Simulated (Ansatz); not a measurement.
`CC[Si]S` → `[CH2]` (triplet) + `C[Si]S` at 400 K and 1 bar (formal loss of a carbene).

Isolated molecules relaxed with PBE0-D4/def2-TZVP in Ansatz; ΔE leaves out vibrations. CCSD(T)/CBS adds triple-zeta CCSD(T) − MP2 to the extrapolated MP2 energy (def2 sets, frozen cores). This one scheme is used for every species. Triplets are unrestricted, without spin–orbit coupling. One conformer a species, not always the lowest.

```json
{"species": "`CC[Si]S`", "CCSD(T)/CBS energy (Eh)": "-766.55965", "H − E (kJ/mol)": "225.7", "S (J/(mol·K))": "366.0"}
{"species": "`[CH2]` (triplet)", "CCSD(T)/CBS energy (Eh)": "-39.09499", "H − E (kJ/mol)": "59.0", "S (J/(mol·K))": "205.7"}
{"species": "`C[Si]S`", "CCSD(T)/CBS energy (Eh)": "-727.30578", "H − E (kJ/mol)": "144.8", "S (J/(mol·K))": "328.3"}
```

H − E and S are ideal-gas, rigid-rotor, harmonic terms from PBE0-D4/def2-TZVP, for one conformer and one mirror image of each species, with the whole ground term of open shells counted as degenerate. 1 Eh = 2625.50 kJ/mol, R = 8.31446 J/(mol·K).

Q: By hand: ΔE, ΔH, ΔS and ΔG.

A: ΔE = (-39.09499) + (-727.30578) − (-766.55965) = 0.15888 Eh = 417.1 kJ/mol. Δ(H − E) = 59.0 + 144.8 − 225.7 = -21.9, so ΔH = 395.2 kJ/mol. ΔS = 205.7 + 328.3 − 366.0 = 168.0 J/(mol·K). ΔG = 395.2 − 400 × (168.0)/1000 = 328.0 kJ/mol.

Q: By hand: the equilibrium constant, and the temperature at which ΔG would vanish if ΔH and ΔS stayed fixed.

A: log₁₀ K = −ΔG/(RT ln 10) = -42.8. ΔG = 0 at ΔH/ΔS = 2352 K.

The number of gas molecules changes by +1, which sets the sign of ΔS. A doubt of 5 kJ/mol in ΔE shifts log₁₀ K by 0.7 here. Other conformers and mirror images would add mixing entropy, several J/(mol·K) or more a flexible species. Modes under 60 cm⁻¹, often nearly free rotors, make the harmonic entropy too high. A triplet takes part, so the spin changes. These are equilibria of isolated gas molecules and say nothing of rates. Largest T1 diagnostic: 0.014 (customary marks: 0.02 for closed shells, 0.045 for open ones).
